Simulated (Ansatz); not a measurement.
Input for Ansatz (an electronic-structure program): R-wB97M-V/def2-TZVPPD on CH5BF3N (a complex), monomers drawn apart or pushed together. Files ending in .json are basis or fitting sets from the Basis Set Exchange.

Ansatz 0.2 input:
```yaml
crystal:
  periodic: [false, false, false]
  atoms:
    - {symbol: F, position_ang: [-0.55505574, -1.01569417, 0.57119223]}
    - {symbol: B, position_ang: [-0.06718219, 0.21498355, 0.94590464]}
    - {symbol: F, position_ang: [-0.79610066, 1.27626708, 0.45882683]}
    - {symbol: F, position_ang: [1.29214650, 0.34956323, 0.78141550]}
    - {symbol: C, position_ang: [0.41585208, -1.00799483, 4.68296379]}
    - {symbol: N, position_ang: [-0.28240546, 0.05001825, 3.91410523]}
    - {symbol: H, position_ang: [1.48121866, -0.92343737, 4.48679521]}
    - {symbol: H, position_ang: [0.06681114, -1.97333373, 4.32665253]}
    - {symbol: H, position_ang: [0.22213502, -0.90985730, 5.75005828]}
    - {symbol: H, position_ang: [0.01878746, 0.97290908, 4.21855230]}
    - {symbol: H, position_ang: [-1.28674542, 0.00309230, 4.06978627]}
basis:
  gaussian:
    orbitals: def2-TZVPPD.json
hamiltonian:
  xc: {name: wB97M-V}
scf: {lower_state_search: off}
```

Output:

```
WARN ansatz: RAYON_NUM_THREADS=4 ignored (pool sized by the plan → 4); use --threads N
Functional definition: wB97M-V
these checks for a lower state are left out or cut short: stability, starts, cluster_reference, orbital_swaps, neighbouring_geometries, increment
integrals: 0.36 GiB planned
1404 factors; their error is unknown
integrals: 0.40 GiB planned
433 factors; integrals over basis functions are off by at most 1.9e-5 eV
mean field: 2.94 GiB planned
mean field evaluation 1: about -11434.6150 eV, gradient 6.2e1 eV
mean field evaluation 2: about -11435.1502 eV, gradient 6.5e1 eV
mean field evaluation 4: about -11441.2492 eV, gradient 1.7e0 eV
mean field evaluation 8: about -11441.2613 eV, gradient 1.3e-1 eV
mean field evaluation 16: about -11441.2602 eV, gradient 3.0e-4 eV
mean field -11441.26022826 eV, -420.4585582238 hartree, gradient 5.1e-6 eV, S^2 0.000000; 0 other end points of the search recorded, 0 dependent functions left out
reference -11441.26030718 eV, -420.4585611243 hartree; 25, 25 occupied and 291, 291 virtual orbitals, 1404 factors
Total energy: -11441.26030718 eV, -420.4585611243 hartree
Checks for a lower state left out: stability, starts, cluster_reference, orbital_swaps, neighbouring_geometries, increment
```

Self-consistency was reached.

Cost: roughly 24 core-seconds.
